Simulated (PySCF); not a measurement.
**SrSe⁺ from Hartree–Fock to correlated methods**

State: ²Π (doublet), unpaired electrons π ↑. Set-up: basis Sr def2-SVPD with ECP28, Se def2-SVPD; scalar-relativistic core potentials; PySCF 2.14. De refers to Sr⁺ + Se in their high-spin ground configurations, without counterpoise correction. The functionals are run spin-unrestricted. A positive dipole points towards Se; it is taken about the centre of mass and depends on that origin.

```
      Level  Re (Å)  ωe (cm⁻¹)  De (eV)   μ (D)
        UHF   2.826        226     1.31  -13.25
    UHF-MP2   2.790        230     2.11     n/a
UHF-SCS-MP2   2.797        229     2.08     n/a
        PBE   2.770        225     2.62  -10.48
       PW91   2.770        225     2.67  -10.47
       BP86   2.769        227     2.62  -10.58
     r²SCAN   2.769        232     2.63  -11.32
      B3LYP   2.780        226     2.38  -11.07
       PBE0   2.762        232     2.51  -11.23
```

The bond length runs from 2.762 Å (PBE0) to 2.826 Å (UHF). De spans 1.31 eV (UHF, mean field) to 2.67 eV (PW91, GGA).

Correlated steps freeze 9 core orbitals. Correlated levels converge slowly with the basis: in double zeta they bind strong bonds too weakly, by up to about 1 eV, and carry superposition errors of some tenths. Spin–orbit coupling is left out. For an ion De counts to the pair picked by the measured ionisation energies or electron affinities, which need not be the lowest pair at this level. The state was picked by a PBE0 search and need not be the measured ground state.
